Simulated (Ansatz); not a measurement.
Z-matrix (Å, degrees):
```
Ge
Al 1 2.490
H 1 1.545 2 112.4
H 1 1.545 2 113.1 3 -120.0
H 1 1.545 2 112.7 3 119.7
Al 2 2.591 1 118.9 3 118.7
H 2 1.595 1 115.4 3 -61.3
N 6 1.773 2 113.6 1 0.5
H 6 1.592 2 130.6 1 -179.5
H 8 1.008 6 124.3 2 -0.0
H 8 1.008 6 125.6 2 180.0
```

The species carries charge 0 and has multiplicity 1.

Question: List the PBE/def2-TZVPP orbital energies in eV (Ansatz). (An estimate is asked.)

Answer: Computed: Occupied: -10803.91, -1506.84, -1506.22, -1337.31, -1190.72, -1190.72, -1190.72, -380.00, -161.86, -113.30, -113.30, -113.28, -107.08, -106.51, -69.21, -68.97, -68.93, -68.60, -68.41, -68.39, -29.14, -29.13, -29.07, -29.06, -29.06, -20.62, -13.39, -11.85, -10.77, -9.46, -8.07, -8.05, -7.89, -6.63, -6.38, -5.71. Lowest empty: -3.33, -1.10, -1.01, -0.49, -0.15, 0.67, 0.73, 0.74.
